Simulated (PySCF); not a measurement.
SbCl5, SMILES [Cl][Sb]([Cl])([Cl])([Cl])[Cl].

Coordinates come from a PBE0-D3(BJ)/def2-SVP optimisation. The isomer is the one that the SMILES or the coordinates give; other isomers of the formula were not compared. The def2 effective core potentials stand for the cores of Sb; spin–orbit coupling is left out.

Method: PySCF 2.14.0 with TDA-ωB97X/def2-SVPD.

Vertical excitations; the highest root listed may be one member of a degenerate set.  State labels are in the subgroup C2v.

Computed UV-visible absorptions:
```csv
state,symmetry,energy (eV),λ (nm),f,main pairs
S1,A2,3.76,330,0.000,HOMO→LUMO (degenerate set)
S2,B2,3.76,330,0.000,HOMO−1→LUMO (degenerate set)
S3,A1,4.21,295,0.011,HOMO−3→LUMO (degenerate set)
S4,B1,4.21,295,0.011,HOMO−2→LUMO (degenerate set)
S5,B2,4.52,274,0.059,HOMO−4→LUMO 93 %
S6,B1,4.61,269,0.000,HOMO−6→LUMO 94 %
S7,A1,5.07,245,0.044,HOMO−7→LUMO (degenerate set)
S8,B1,5.07,245,0.044,HOMO−8→LUMO (degenerate set)
S9,B2,5.36,231,0.000,HOMO−10→LUMO (degenerate set)
S10,A2,5.36,231,0.000,HOMO−9→LUMO (degenerate set)
T1,A2,3.38,367,0,HOMO→LUMO (degenerate set)
T2,B2,3.38,367,0,HOMO−1→LUMO (degenerate set)
T3,A1,3.76,330,0,HOMO−3→LUMO (degenerate set)
T4,B1,3.76,330,0,HOMO−2→LUMO (degenerate set)
```
Triplets are in the Tamm–Dancoff approximation.
